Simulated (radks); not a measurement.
Excited configurations of O I: one electron is placed in a higher orbital outside [He] 2s2 2p3. The ground configuration is [He] 2s2 2p4. Method: scalar-relativistic Kohn-Sham, PBE, spin-polarised, spherical densities, point nucleus; open shells are filled with parallel spins first; computed with a radial shooting solver on a logarithmic mesh with Libxc functionals. Excitation = E - E(ground); binding = E(ion) - E, where the ion is the core of charge +1; n* = 1/sqrt(2 binding) in atomic units, and the quantum defect is n - n*.

| outer orbital | excitation (eV) | binding (eV) | n* | eigenvalue (eV) | <r> (bohr) |
|---|---|---|---|---|---|
| 3s | 9.030 | 4.641 | 1.712 | -2.643 | 4.700 |
| 3p | 10.603 | 3.068 | 2.106 | -1.596 | 6.131 |
| 3d | 11.998 | 1.673 | 2.852 | -0.793 | 9.690 |
| 4s | 11.581 | 2.090 | 2.552 | -1.287 | 10.58 |
| 4d | 12.615 | 1.055 | 3.591 | -0.613 | 18.35 |
| 6p | 13.011 | 0.660 | 4.541 | -0.445 | 34.37 |
| 7s | 13.132 | 0.538 | 5.027 | -0.376 | 43.76 |

The Delta-SCF ionisation energy is 13.671 eV (NIST Atomic Spectra Database: 13.618 eV, measured). Self-interaction in the functional shifts the binding energies and quantum defects, so they are the method's values and not measured ones. Open shells are spherical and high-spin; term and fine-structure splittings are not resolved.
